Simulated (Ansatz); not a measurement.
A structure relaxed at PBE0-D4/def2-TZVP, charge 0, multiplicity 1:

Cartesian coordinates in Å:
```
C -0.636 -0.275 -1.424
Ge 0.090 -0.228 0.377
N -0.228 1.450 1.045
S 2.314 -0.376 0.410
H -0.199 0.534 -2.010
H -1.721 -0.154 -1.403
H -0.399 -1.227 -1.900
H -0.442 -1.405 1.233
H -1.182 1.770 0.960
H 0.089 1.595 1.994
H 2.315 -1.683 0.718
```

(1) Give its formula and SMILES.

(2) Summarise the bond lengths by kind.

Answers

(1) CH7GeNS, `[CH3][GeH]([NH2])[SH]`.

(2) 1 × C–Ge 1.942 Å; 3 × C–H 1.090 to 1.092 Å; 1 × Ge–N 1.834 Å; 1 × Ge–S 2.230 Å; 1 × Ge–H 1.549 Å; 2 × H–N 1.010 to 1.011 Å; 1 × H–S 1.342 Å.

Computed with Ansatz.
